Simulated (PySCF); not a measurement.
C2H9NOSi2, SMILES N(=C/[SiH2]O)/[SiH2]C.

Coordinates come from a B3LYP-D3(BJ)/def2-SVP optimisation. The structure was generated by enumeration; whether it is a known compound was not checked. Other conformers were not sampled.

These are B3LYP-D3(BJ)/def2-SVP (PySCF 2.14.0) values and carry that method's errors.

Frequencies are harmonic and unscaled.

```csv
mode,ν (cm⁻¹),IR (km/mol),moving atoms (share of kinetic energy)
1,53,1.4,"H 31 %, C 25 %, Si 19 %, O 16 %, N 9 %"
2,76,5.0,"O 32 %, C 28 %, H 24 %, Si 13 %"
3,152,5.5,"O 55 %, Si 17 %, H 11 %, C 10 %"
4,162,0.8,"C 41 %, H 30 %, Si 23 %"
5,177,2.3,H 90 %
6,224,2.5,"Si 40 %, H 28 %, N 19 %"
7,322,181.2,"H 85 %, N 9 %"
8,344,30.5,"N 40 %, H 40 %, C 13 %"
9,457,51.3,"N 33 %, Si 31 %, H 15 %, C 14 %"
10,532,1.8,H 96 %
11,539,13.9,"H 71 %, Si 17 %"
12,610,14.3,"C 54 %, H 28 %, Si 11 %"
13,659,33.9,"C 36 %, H 32 %, N 17 %, Si 15 %"
14,703,34.2,H 92 %
15,715,28.1,"H 51 %, N 21 %, Si 16 %, C 12 %"
16,735,87.3,"H 44 %, Si 27 %, C 22 %"
17,774,30.8,"H 67 %, C 14 %, Si 12 %"
18,834,54.7,"O 49 %, H 34 %, Si 16 %"
19,877,21.8,"H 75 %, C 20 %"
20,881,22.8,"H 79 %, C 14 %"
21,895,129.1,"H 78 %, C 13 %"
22,915,170.8,"H 73 %, Si 15 %, O 9 %"
23,947,260.2,"H 79 %, Si 14 %"
24,960,164.8,"H 75 %, Si 18 %"
25,1017,127.4,H 95 %
26,1265,20.8,"H 79 %, C 21 %"
27,1363,4.1,"H 83 %, C 10 %"
28,1430,3.0,H 96 %
29,1444,1.5,H 96 %
30,1728,131.9,"C 50 %, N 49 %"
31,2109,201.0,H 97 %
32,2198,139.2,H 97 %
33,2242,165.1,H 97 %
34,2250,95.2,H 97 %
35,2908,102.9,H 92 %
36,3034,3.4,H 97 %
37,3129,3.9,"H 91 %, C 9 %"
38,3137,1.5,"H 91 %, C 9 %"
39,3833,96.9,H 94 %
```
